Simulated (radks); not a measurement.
Coulomb parameter of the 3d shell of the nickel ion Ni2+ in the model configuration [Ar] 3d7 4p1, as a second difference U = [E(n + 0.5) + E(n - 0.5) - 2 E(n)] / (0.5)^2 with all orbitals relaxed. "Bare": the charge of the atom changes with n. "Screened": the 4p shell takes up the change at fixed total charge, which measures U(3d,3d) + U(4p,4p) - 2 U(3d,4p). Calculated with a radial shooting solver on a logarithmic mesh with Libxc functionals: scalar-relativistic Kohn-Sham, PBE, spin-unpolarised, spherical densities, point nucleus.

case	configuration	E - E(n) (eV)
start	[Ar] 3d7 4p1	0.000
bare +0.5	[Ar] 3d7.5 4p1	-15.946
bare -0.5	[Ar] 3d6.5 4p1	20.559
screened +0.5	[Ar] 3d7.5 4p0.5	-8.705
screened -0.5	[Ar] 3d6.5 4p1.5	10.212

U(bare) = 18.452 eV, U(screened by 4p) = 6.030 eV, against the Slater integral F0(3d,3d) = 27.797 eV with frozen orbitals.
